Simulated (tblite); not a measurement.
Compound: C5H9BCl2Si.
SMILES with atom numbers: `[CH2:1]=[C:2](/[CH:3]=[CH:4]/[SiH2:5][CH3:6])[B:7]([Cl:8])[Cl:9]` (hydrogens: H10, H11 on C1; H12 on C3; H13 on C4; H14, H15 on Si5; H16, H17, H18 on C6)

Computed with GFN2-xTB (tblite), gas phase: L-BFGS steps from a force-field or distance-geometry start until the largest atomic force falls under 0.01 eV/Å.

Step 78: E = -744.3014 eV
```
atom  x, y, z in Å  |  force x, y, z in eV/Å
C1     -2.9415   -1.0785    0.7665   -0.006   0.017   0.033
C2     -2.0172   -0.4273    0.0409   -0.011  -0.001  -0.031
C3     -0.6423   -0.3788    0.5399   -0.006   0.001   0.009
C4      0.2700    0.5311    0.1993   -0.003  -0.002  -0.013
Si5     1.9997    0.6316    0.9279    0.056  -0.014  -0.036
C6      3.2588    0.1520   -0.4141   -0.046  -0.023   0.008
B7     -2.4190    0.2069   -1.3366    0.011  -0.043   0.000
Cl8    -4.0039    0.8269   -1.5792   -0.034   0.020  -0.005
Cl9    -1.3508    0.1876   -2.6850    0.017   0.016  -0.005
H10    -2.6758   -1.5813    1.6821   -0.027  -0.016   0.020
H11    -3.9781   -1.1168    0.4761    0.039  -0.017  -0.018
H12    -0.3966   -1.1176    1.2927   -0.028   0.012   0.009
H13    -0.0012    1.2760   -0.5378   -0.009   0.013   0.005
H14     2.0981   -0.2702    2.0835    0.011  -0.005  -0.032
H15     2.2327    2.0150    1.3612    0.018   0.021   0.016
H16     3.2454    0.8542   -1.2437    0.002   0.009   0.035
H17     4.2666    0.1278   -0.0132    0.038   0.034   0.002
H18     3.0463   -0.8324   -0.8214   -0.019  -0.025   0.003
```

Step 79: E = -744.3022 eV
```
atom  x, y, z in Å  |  force x, y, z in eV/Å
C1     -2.9384   -1.0787    0.7626    0.001   0.027   0.044
C2     -2.0145   -0.4256    0.0381   -0.020   0.011  -0.005
C3     -0.6430   -0.3689    0.5459   -0.008  -0.013  -0.010
C4      0.2723    0.5369    0.2030    0.003  -0.011  -0.021
Si5     2.0033    0.6303    0.9320    0.018  -0.009  -0.025
C6      3.2544    0.1509   -0.4162   -0.026  -0.015   0.013
B7     -2.4207    0.2035   -1.3396    0.041  -0.033  -0.022
Cl8    -4.0132    0.8030   -1.5826   -0.030   0.021  -0.015
Cl9    -1.3479    0.2024   -2.6865   -0.005   0.016   0.011
H10    -2.6734   -1.5758    1.6808   -0.020  -0.030   0.039
H11    -3.9741   -1.1208    0.4722    0.022  -0.024  -0.035
H12    -0.4030   -1.1017    1.3065   -0.022   0.014   0.012
H13     0.0057    1.2732   -0.5446    0.001   0.021   0.013
H14     2.0978   -0.2800    2.0818    0.013   0.004  -0.035
H15     2.2444    2.0103    1.3725    0.015   0.016   0.014
H16     3.2389    0.8553   -1.2437   -0.001   0.003   0.029
H17     4.2639    0.1246   -0.0199    0.041   0.032   0.002
H18     3.0386   -0.8326   -0.8230   -0.021  -0.029  -0.008
```

Question: Estimate the geometry and energy of step 80. (The exact step hangs on the optimiser's Hessian estimate; all steps are aligned on step 79, rigid shifts and turns removed.)

Answer: E = -744.3027 eV, largest force 0.057 eV/Å
```
atom  x, y, z in Å  |  force x, y, z in eV/Å
C1     -2.9366   -1.0785    0.7611   -0.001   0.026   0.043
C2     -2.0133   -0.4244    0.0365   -0.018   0.012   0.014
C3     -0.6435   -0.3640    0.5489    0.000  -0.011  -0.021
C4      0.2739    0.5397    0.2051    0.003  -0.020  -0.022
Si5     2.0062    0.6296    0.9337   -0.021   0.003  -0.009
C6      3.2522    0.1497   -0.4172    0.005  -0.009   0.017
B7     -2.4216    0.2009   -1.3417    0.029  -0.014  -0.023
Cl8    -4.0188    0.7923   -1.5847   -0.010   0.012  -0.015
Cl9    -1.3481    0.2089   -2.6871   -0.004   0.015   0.007
H10    -2.6733   -1.5740    1.6803   -0.013  -0.031   0.046
H11    -3.9714   -1.1228    0.4691    0.004  -0.027  -0.041
H12    -0.4073   -1.0937    1.3135   -0.016   0.014   0.012
H13     0.0091    1.2722   -0.5470    0.007   0.022   0.016
H14     2.0991   -0.2846    2.0804    0.014   0.005  -0.033
H15     2.2506    2.0083    1.3782    0.014   0.004   0.009
H16     3.2357    0.8559   -1.2428   -0.006   0.000   0.014
H17     4.2633    0.1244   -0.0235    0.030   0.022  -0.001
H18     3.0349   -0.8336   -0.8235   -0.017  -0.024  -0.012
```

The energy changes by -0.0005 eV. The first-order estimate −F·Δx gives -0.0007 eV and the mean of the old and new forces, exact on a quadratic surface, -0.0005 eV. The step makes an angle of 80° with the force vector and moves no atom by more than 0.012 Å.

What follows is the cost of the whole relaxation. Hardware: one thread of an Arm Neoverse N1, shared host with 64 logical CPUs at a one-minute load of 55. Cost: 1.9 s.
